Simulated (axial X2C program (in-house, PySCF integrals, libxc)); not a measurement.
Results of a calculation; reference values are marked as such.
**LiI: input and output**

Program: an in-house relativistic program for diatomic molecules.

The run was started with this input:
```json
{
 "zs": [
  53,
  3
 ],
 "q": 0,
 "bas": [
  "dyall-cv3z",
  "dyall-cv3z"
 ],
 "levels": [
  "PBE0",
  "HF",
  "TPSS"
 ],
 "cc": true,
 "r0": 2.66,
 "thr": -2.0,
 "nmax": 90,
 "npts": 10,
 "nst": 2,
 "ntry": 6
}
```
```bash
python so2c.py task.json out
```

Keys: zs atomic numbers; q charge; bas basis sets; levels methods; cc coupled cluster on or off; r0 starting distance in Å; thr threshold in hartree for freezing inner shells (an s shell follows its p shell); nmax most natural virtual spinors; npts points on the curve; nst determinants followed; ntry starts of the search. HF also brings MP2.

Output of the HF step, scalar-relativistic, at R = 2.396 Å for the state M_S = 0, Λ = 0. It starts from PBE0 orbitals of this distance.

```
spin-free X2C-1e  HF
basis functions 165  fitting functions 815  grid points 5083
iter        total energy     max residual
   1      -7120.277194194     2.19e-01
   2      -7120.293670130     3.92e-03
   3      -7120.293942648     1.31e-03
   4      -7120.293974623     5.36e-04
   5      -7120.293978642     6.91e-05
   6      -7120.293979012     2.01e-05
   7      -7120.293979051     6.93e-06
   8      -7120.293979054     3.15e-06
   9      -7120.293979054     3.61e-07
converged
one-electron -9837.25851585  Coulomb 2864.09432616  exact exchange -182.24630712  xc functional 0.00000000  nuclear repulsion 35.11651775
correlated 8  virtual 220  natural virtual 86  E(MP2) -0.149921362  MP2 remainder -0.001393468
iter   CCSD correlation   residual
   1     -0.159613777   7.10e-02
   2     -0.162960146   2.06e-02
   3     -0.163099190   4.44e-03
   4     -0.163103020   1.45e-03
   5     -0.163104849   3.09e-04
   6     -0.163104307   7.38e-05
   7     -0.163104736   1.57e-05
   8     -0.163104731   3.10e-06
(T) -0.006369425  T1 0.0077  D1 0.0117  max T2 0.047
```
Energies are in hartree; totals compare only within one Hamiltonian and basis. T1 in the output is the amplitude norm over the root of the electron number; divide by √2 for the Lee–Taylor value.
